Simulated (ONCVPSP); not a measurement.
Co (Z = 27): one change to an ONCV potential, before and after

| Quantity | Value |
| --- | --- |
| Element | Co |
| Generator | ONCVPSP 4.0.1 |
| Type | optimised norm-conserving Vanderbilt (ONCV) |
| Functional | LDA (Perdew-Wang 92) |
| Relativity | scalar-relativistic |
| Frozen core | [Ne] |
| Valence charge | 17 |
| Reference configuration | 3s2 3p6 3d7 4s2 |
| Partial waves | 3s+4s: rc 1.30 bohr, ncon 4, nbas 8, qcut 7.9 1/bohr, 2 projectors; 3p: rc 0.90 bohr, ncon 5, nbas 10, qcut 9.6 1/bohr, 2 projectors, debl 0.6 Ha; 3d: rc 1.35 bohr, ncon 4, nbas 8, qcut 13.6 1/bohr, 2 projectors, debl 2.2 Ha |
| Local potential | polynomial inside 0.70 bohr (lpopt 5, dvloc0 0 Ha) |
| Core correction | Teter function, fcfact 2.5, rcfact 1.55 |

In the p channel the program set the typed energies aside and used -2.408, 0.250 Ha.

All-electron outer shells of the reference configuration (LDA (PZ), scalar-relativistic, ld1.x):

```json
{"shell": "2p", "level (eV)": "-769.46", "outermost node (bohr)": "–", "outermost maximum (bohr)": "0.17"}
{"shell": "3s", "level (eV)": "-101.87", "outermost node (bohr)": "0.31", "outermost maximum (bohr)": "0.67"}
{"shell": "3p", "level (eV)": "-65.51", "outermost node (bohr)": "0.28", "outermost maximum (bohr)": "0.68"}
{"shell": "3d", "level (eV)": "-8.46", "outermost node (bohr)": "–", "outermost maximum (bohr)": "0.66"}
{"shell": "4s", "level (eV)": "-5.68", "outermost node (bohr)": "0.96", "outermost maximum (bohr)": "2.29"}
```

Change: fully relativistic. In the p channel the program set the typed energies aside and used -2.385, 0.250 Ha (j = l + 1/2; the other j can differ).

Cutoffs: the cutoffs (Ha) at which the residual kinetic energy of the hardest occupied pseudo-wave falls to 1 and 0.1 mHa per electron; they do not see the model core or the augmentation charge, which bear on the density cutoff. Errors are all-electron minus pseudo energies relative to the spin-unpolarised reference configuration.

Question: What does the change do?

Answer: The potential gets neither clearly harder nor softer (63 Ha and 336 Ha → 63 Ha and 340 Ha); of the 4 tests that both files solve, the error grows in 3 and shrinks in 0 by more than 15 % and 0.3 meV (median size 1.0 → 4.9 meV); neither file shows a bound ghost.

| quantity | base | changed |
| --- | --- | --- |
| cutoff, loose | 63 Ha | 63 Ha |
| cutoff, tight | 336 Ha | 340 Ha |
| loose cutoff by channel | s 22 Ha, p 36 Ha, d 63 Ha | s 22 Ha, p 36 Ha, d 63 Ha |
| bound ghosts | none | none |
| GHOST(+) flags under 300 eV | s at 268.3 eV | s at 268.3 eV |
| error for 3s2 3p6 3d7 4s1, meV [ΔE 9.29 eV] | -0.1 | +0.9 |
| error for 3s2 3p6 3d7 4s0, meV [ΔE 26.37 eV] | +1.4 | +4.0 |
| error for 3s2 3p6 3d6 4s0, meV [ΔE 62.56 eV] | +0.5 | +5.8 |
| error for 3s2 3p6 3d6 4s2 4p1, meV [ΔE 9.78 eV] | +22 | +22 |
| s: phases at 1.32 bohr within 0.05 rad from the reference energy up to (Ha; the scan ends near 5) | to the end of the scan | to the end of the scan |
| rms error of d²Exc/dni dnj with the model core, mHa | 0.92 | 6.07 |
